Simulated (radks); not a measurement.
Values are calculated unless marked as measured or tabulated.
Problem. The tellurium ion Te26+, 26 electrons, occupied as [Ar] 3d8 (the NIST ground configuration). Level of theory: scalar-relativistic Kohn-Sham, HCTH/407, spin-polarised, spherical densities, finite nucleus; open shells are filled with parallel spins first (spin-orbit coupling, left out, can overturn this in heavy ions); Fermi nuclear charge, rms radius 4.7423 fm (a radial shooting solver on a logarithmic mesh with Libxc functionals). Some entries of the table are withheld. Estimate them.

| orbital | occ. | eigenvalue (eV) | <r> (bohr) | <1/r> (bohr^-1) |
|---|---|---|---|---|
| 1s up | 1 | -32578.60 | 0.02782 | 55.54 |
| 1s down | 1 | -32578.48 | 0.02782 | 55.54 |
| 2s up | 1 | -5796.784 | 0.1195 | 12.75 |
| 2s down | 1 | -5790.808 | 0.1195 | 12.76 |
| 2p up | 3 | -5306.862 | 0.1044 | 12.22 |
| 2p down | 3 | -5302.309 | 0.1043 | 12.22 |
| 3s up | 1 | -1825.915 | 0.3116 | 4.720 |
| 3s down | 1 | -1819.399 | 0.3121 | 4.711 |
| 3p up | 3 | -1666.471 | 0.3070 | 4.515 |
| 3p down | 3 | -1659.759 | 0.3075 | 4.504 |
| 3d up | 5 | -1436.102 | 0.2789 | 4.300 |
| 3d down | 3 | -1427.895 | 0.2796 | 4.291 |
| 4s up | 0 | -856.1272 | 0.6351 | 2.270 |
| 4s down | 0 | -854.7613 | 0.6357 | 2.266 |
| 4p up | 0 | -796.0536 | 0.6471 | 2.174 |
| 4p down | 0 | -794.6217 | 0.6477 | 2.170 |
| 4d up | 0 | -710.2863 | 0.6482 | 2.051 |
| 4d down | 0 | -708.5486 | 0.6490 | 2.049 |
| 4f up | 0 | (1) | 0.6129 | 1.867 |
| 4f down | 0 | (2) | 0.6151 | 1.859 |

Solution. 
(1) 4f up eigenvalue (eV): -626.4792
(2) 4f down eigenvalue (eV): -624.5075
